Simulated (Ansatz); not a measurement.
`C[BH][AlH][F]` + `C[SeH]` → `C[Se][AlH][F]` + `BC` at 298.15 K and 1 bar (cleavage of the Al–B bond).

Isolated molecules relaxed with PBE0-D4/def2-TZVP in Ansatz; ΔE leaves out vibrations. CBS: MP2 limit from def2 TZ/QZ plus the TZ coupled-cluster correction, frozen cores. This one scheme is used for every species. For Se outer-core shells are correlated without core-valence functions, which leaves a few kJ/mol of doubt a bond. Scalar relativity is left out up to krypton. Each species was taken in one conformer, which may not be the lowest.

```json
{"species": "`C[BH][AlH][F]`", "CCSD(T)/CBS energy (Eh)": "-407.70477", "H − E (kJ/mol)": "170.0", "S (J/(mol·K))": "336.1"}
{"species": "`C[SeH]`", "CCSD(T)/CBS energy (Eh)": "-2441.15625", "H − E (kJ/mol)": "129.5", "S (J/(mol·K))": "267.5"}
{"species": "`C[Se][AlH][F]`", "CCSD(T)/CBS energy (Eh)": "-2783.08628", "H − E (kJ/mol)": "145.3", "S (J/(mol·K))": "348.4"}
{"species": "`BC`", "CCSD(T)/CBS energy (Eh)": "-65.83255", "H − E (kJ/mol)": "158.6", "S (J/(mol·K))": "247.5"}
```

H − E and S are ideal-gas, rigid-rotor, harmonic terms from PBE0-D4/def2-TZVP, for one conformer and one mirror image of each species. 1 Eh = 2625.50 kJ/mol, R = 8.31446 J/(mol·K).

Task: By hand: ΔE, ΔH, ΔS and ΔG.

Result: ΔE = (-2783.08628) + (-65.83255) − (-407.70477) − (-2441.15625) = -0.05781 Eh = -151.8 kJ/mol. Δ(H − E) = 145.3 + 158.6 − 170.0 − 129.5 = 4.4, so ΔH = -147.4 kJ/mol. ΔS = 348.4 + 247.5 − 336.1 − 267.5 = -7.7 J/(mol·K). ΔG = -147.4 − 298.15 × (-7.7)/1000 = -145.1 kJ/mol.

Task: By hand: the equilibrium constant, and the temperature at which ΔG would vanish if ΔH and ΔS stayed fixed.

Result: log₁₀ K = −ΔG/(RT ln 10) = 25.4. ΔG = 0 at ΔH/ΔS = 19143 K, far beyond where these terms or the molecules hold.

The number of gas molecules stays the same, so ΔS is small and ΔH decides. A doubt of 5 kJ/mol in ΔE shifts log₁₀ K by 0.9 here. Other conformers and mirror images would add mixing entropy, several J/(mol·K) or more a flexible species. Modes under 60 cm⁻¹, often nearly free rotors, make the harmonic entropy too high. These are equilibria of isolated gas molecules and say nothing of rates. Largest T1 diagnostic: 0.012 (customary marks: 0.02 for closed shells, 0.045 for open ones).
